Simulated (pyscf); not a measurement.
# O=MoH(OH)(OH)–OH, singlet

Gas-phase minimum from PySCF at ωB97X-D3(BJ)/def2-SVP, one conformer. 

```xyz
9

O     -2.2285     0.7568     0.8501
Mo    -1.1263     1.2063    -0.2963
O      0.3125     0.0944     0.1582
O     -2.2938     1.9170    -1.5820
O     -0.1471     2.7936    -0.0874
H     -1.0678     0.0843    -1.5606
H      0.6693    -0.6547    -0.3272
H     -2.4613     1.6066    -2.4762
H     -0.3541     3.4727     0.5673
```
Charge 0, spin multiplicity 1.

Bond lengths (Å): O1–Mo2 1.653, Mo2–O3 1.874, Mo2–O4 1.876, Mo2–O5 1.877, Mo2–H6 1.691, O3–H7 0.961, O4–H8 0.961, O5–H9 0.966. Bond angles (°): O1–Mo2–O3 100.5, O1–Mo2–O4 99.4, O1–Mo2–O5 120.1, O1–Mo2–H6 111.2, O3–Mo2–O4 150.3, O3–Mo2–O5 94.3, O3–Mo2–H6 76.2, O4–Mo2–O5 94.6, O4–Mo2–H6 76.1, O5–Mo2–H6 128.8, Mo2–O3–H7 128.7, Mo2–O4–H8 128.6, Mo2–O5–H9 123.9.

Properties at ωB97X-D3(BJ)/def2-SVP:

- Harmonic wavenumbers, unscaled: 113, 174, 202, 219, 242, 290, 299, 361, 594, 633, 646, 680, 772, 781, 802, 1112, 1112, 1970, 3902, 3958, 3962 cm⁻¹
- Zero-point energy: 32.6 kcal/mol
- Rotational symmetry number: 1
- Entropy of this conformer at 298 K and 1 atm, rigid rotor and harmonic oscillator, modes under 100 cm⁻¹ raised to 100: 358.3 J/(mol K)
- Dipole moment: 1.95 D

Single-point totals, which compare only within one level:

```tsv
level	total energy (hartree)
ωB97X-D3(BJ)/def2-TZVP	-371.82532
PBE/def2-TZVP	-371.51550
r²SCAN/def2-TZVP	-371.68499
B3LYP-D3(BJ)/def2-TZVP	-371.81091
PBE0-D3(BJ)/def2-TZVP	-371.43751
M06-2X/def2-TZVP	-371.50612
ωB97M-D3(BJ)/def2-TZVP	-371.77393
```

Soft torsions are taken as harmonic, which can shift the entropy by several J/(mol K). Elements past Kr carry the def2 core potentials, without spin-orbit coupling.
